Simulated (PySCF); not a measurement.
LiZn and its ions

PBE; Li 6-31G(d,p), Zn 6-31G(d,p); no relativity (PySCF 2.14). Neutral (UKS): doublet (σ ↑), Re = 2.498 Å, ωe = 333 cm⁻¹, De = 0.64 eV, HOMO -2.85 eV, LUMO -1.93 eV.

LiZn⁺ (UKS): singlet (closed shell), Re = 2.424 Å, ωe = 383 cm⁻¹, De = 1.23 eV to Li⁺ + Zn. The energies at the minima are -1786.23572 hartree for LiZn and -1786.05267 for LiZn⁺.

Work out the adiabatic ionisation energy, without and with harmonic zero-point energies (1 hartree = 27.2114 eV, 1 eV = 8065.5 cm⁻¹), and the change of the bond length.

At PBE: 0.18305 hartree = 4.981 eV between the minima; the zero-point term (383.0 − 333.0)/2 cm⁻¹ = +0.003 eV makes it 4.984 eV. Re changes by -7.4 pm against the neutral. The electron leaves a σ orbital, and the shorter bond of the ion fits an antibonding orbital, or a change in how ionic the bond is.

Closed-shell solutions of metal pairs were not tested for spin polarisation, which can lower them a little. For an ion De counts to the pair picked by the measured ionisation energies or electron affinities, which need not be the lowest pair at this level. States were picked by a PBE0 search and need not be the measured ground states.
